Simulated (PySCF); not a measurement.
**How methods differ on the ionisation energy of Nd⁴⁶⁺**

Nd⁴⁶⁺ [Ne] 3s2 3p2 (3P) → Nd⁴⁷⁺ [Ne] 3s2 3p1 (2P), as a difference of total energies. All numbers are calculated (PySCF 2.14, the non-relativistic Hamiltonian (point nucleus), in an even-tempered Gaussian basis (16 s from 9.6 bohr⁻², ratio 2.5; 10 p from 12 bohr⁻², ratio 2.5; 4 d from 50 bohr⁻², ratio 2.7; 4 f from 74 bohr⁻², ratio 2.7)). Correlated levels: outer shells: 1s2 frozen; virtual orbitals above 40 to 60 times the deepest correlated orbital energy dropped. The calculations carry no spin-orbit coupling.

| method | ionisation energy (eV) |
| --- | --- |
| UHF | 3730.6 |
| LDA | 3732.1 |
| PBE | 3732.8 |
| PBE0 | 3732.6 |
| r2SCAN | 3732.8 |
| BHandHLYP | 3732.7 |
| M06-L | 3731.6 |
| MP2 (outer shells) | 3730.7 |
| SCS-MP2 (outer shells) | 3730.5 |

Spin-orbit coupling is strong in these open shells (close to jj coupling). The scalar numbers leave it out and a first-order estimate fails, so it can dominate the gap to the real levels.

The gap to the reference is mostly relativistic.

For comparison: 3891 ± 4 eV (theoretical estimate listed by NIST; NIST Atomic Spectra Database, ionization energies).
